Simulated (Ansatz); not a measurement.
```yaml
crystal:
  periodic: [false, false, false]
  atoms:
    - {symbol: C, position_ang: [-5.693193, 0.846357, -0.424200]}
    - {symbol: Si, position_ang: [-4.512736, 0.500525, -1.855706]}
    - {symbol: Si, position_ang: [-3.675659, -1.689341, -1.686833]}
    - {symbol: Si, position_ang: [-2.801445, -1.938854, 0.479916]}
    - {symbol: Si, position_ang: [-1.389113, -0.103993, 0.878555]}
    - {symbol: Si, position_ang: [0.150266, 0.107627, -0.885686]}
    - {symbol: Si, position_ang: [1.626756, 1.876547, -0.425557]}
    - {symbol: Si, position_ang: [2.423543, 1.564387, 1.764746]}
    - {symbol: Si, position_ang: [3.123657, -0.672483, 1.931893]}
    - {symbol: Si, position_ang: [4.650197, -1.052068, 0.184451]}
    - {symbol: C, position_ang: [5.999596, 0.266926, 0.208807]}
    - {symbol: H, position_ang: [-6.548280, 0.151468, -0.444586]}
    - {symbol: H, position_ang: [-6.088772, 1.873740, -0.474754]}
    - {symbol: H, position_ang: [-5.180246, 0.727600, 0.543885]}
    - {symbol: H, position_ang: [-3.351514, 1.447242, -1.807538]}
    - {symbol: H, position_ang: [-5.203959, 0.697667, -3.169319]}
    - {symbol: H, position_ang: [-2.586222, -1.930249, -2.686777]}
    - {symbol: H, position_ang: [-4.763207, -2.693088, -1.927914]}
    - {symbol: H, position_ang: [-2.019382, -3.207979, 0.623411]}
    - {symbol: H, position_ang: [-3.922113, -1.961316, 1.475853]}
    - {symbol: H, position_ang: [-0.650897, -0.251662, 2.174796]}
    - {symbol: H, position_ang: [-2.209866, 1.149327, 0.958665]}
    - {symbol: H, position_ang: [-0.587279, 0.325154, -2.171374]}
    - {symbol: H, position_ang: [0.923879, -1.170822, -1.002680]}
    - {symbol: H, position_ang: [0.901617, 3.180488, -0.557321]}
    - {symbol: H, position_ang: [2.778960, 1.877471, -1.384348]}
    - {symbol: H, position_ang: [1.339956, 1.891807, 2.745110]}
    - {symbol: H, position_ang: [3.587030, 2.470898, 2.033619]}
    - {symbol: H, position_ang: [3.762747, -0.926310, 3.263604]}
    - {symbol: H, position_ang: [1.933277, -1.573737, 1.805068]}
    - {symbol: H, position_ang: [3.896113, -0.991481, -1.109348]}
    - {symbol: H, position_ang: [5.246347, -2.421118, 0.299073]}
    - {symbol: H, position_ang: [6.720692, 0.111674, -0.609974]}
    - {symbol: H, position_ang: [6.554654, 0.245036, 1.160598]}
    - {symbol: H, position_ang: [5.564584, 1.272583, 0.091856]}
basis:
  gaussian: {orbitals: def2-TZVP}
magnetization: {spin_polarized: true, initial_magnetization: 2}
hamiltonian: {xc: pbe0, dispersion: d4}
scf: {omitted_lower_state_checks: [starts]}
output: {orbitals: {seedname: orbitals}}
```

```sh
$ ansatz run in.yaml --threads 4 --pin off --events-out ev --progress --plain --max-ram 6963MiB
```

**Question.** Does this run fit into the memory that it is given?

**Answer.** No. It has 539 basis functions, and Ansatz plans for 10 GiB where 7 GiB are given.
